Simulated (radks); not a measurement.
Effect of the nuclear size on neutral germanium, [Ar] 3d10 4s2 4p2. Method: Dirac Kohn-Sham, relativistic LDA (MacDonald-Vosko exchange, VWN5 correlation), spin-unpolarised, spherical densities, finite nucleus; open shells fill j = l - 1/2 first; Fermi nuclear charge, rms radius 4.0742 fm; computed with a radial shooting solver on a logarithmic mesh with Libxc functionals. The rms radius is varied about that value; shifts are against it.

rms radius (fm) = 3.6464: total energy shift (eV) -0.0669; density at nucleus (e/bohr^3) 3.163e+04; 1s1/2 shift (meV) -28.3; 2s1/2 shift (meV) -2.76; 3s1/2 shift (meV) -0.413; 3p1/2 shift (meV) 0.041; 4s1/2 shift (meV) -0.029
rms radius (fm) = 3.789: total energy shift (eV) -0.0454; density at nucleus (e/bohr^3) 3.155e+04; 1s1/2 shift (meV) -19.2; 2s1/2 shift (meV) -1.87; 3s1/2 shift (meV) -0.280; 3p1/2 shift (meV) 0.028; 4s1/2 shift (meV) -0.020
rms radius (fm) = 4.0742: total energy shift (eV) 0; density at nucleus (e/bohr^3) 3.141e+04; 1s1/2 shift (meV) 0.000; 2s1/2 shift (meV) 0.000; 3s1/2 shift (meV) 0.000; 3p1/2 shift (meV) 0.000; 4s1/2 shift (meV) 0.000
rms radius (fm) = 4.229: total energy shift (eV) 0.0259; density at nucleus (e/bohr^3) 3.133e+04; 1s1/2 shift (meV) 11.0; 2s1/2 shift (meV) 1.07; 3s1/2 shift (meV) 0.160; 3p1/2 shift (meV) -0.016; 4s1/2 shift (meV) 0.011
rms radius (fm) = 5.0561: total energy shift (eV) 0.180; density at nucleus (e/bohr^3) 3.098e+04; 1s1/2 shift (meV) 76.1; 2s1/2 shift (meV) 7.42; 3s1/2 shift (meV) 1.11; 3p1/2 shift (meV) -0.111; 4s1/2 shift (meV) 0.077

Slopes of the eigenvalues against <r^2> in GHz/fm^2, as finite differences over the two radii next to the reference (eigenvalue slopes, not the field-shift constants of lines): 1s1/2 2070, 2s1/2 202, 3s1/2 30.1, 3p1/2 -3.03, 4s1/2 2.10.
